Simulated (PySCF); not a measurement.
Zn(SMe)(SeH) (CH₄SSeZn), SMILES [S](C)[Zn][SeH]. The structure is a stationary point at PBE0-D3(BJ)/def2-SVP. The structure was generated by enumeration; whether it is a known compound was not checked. Other conformers were not sampled.

Computed equilibrium geometry at PBE0-D3(BJ)/def2-SVP (PySCF confirms it by a frequency run) as a Z-matrix (one conformer of several):
```
Zn
S 1 2.1757
C 2 1.8299 1 100.60
H 3 1.0988 2 112.26 1 -61.99
H 3 1.0989 4 109.57 2 -125.46
H 3 1.0990 4 108.03 5 -117.45
Se 1 2.2895 3 144.29 4 -54.47
H 7 1.4732 1 90.68 3 -91.06
```
Charge 0, spin multiplicity 1.
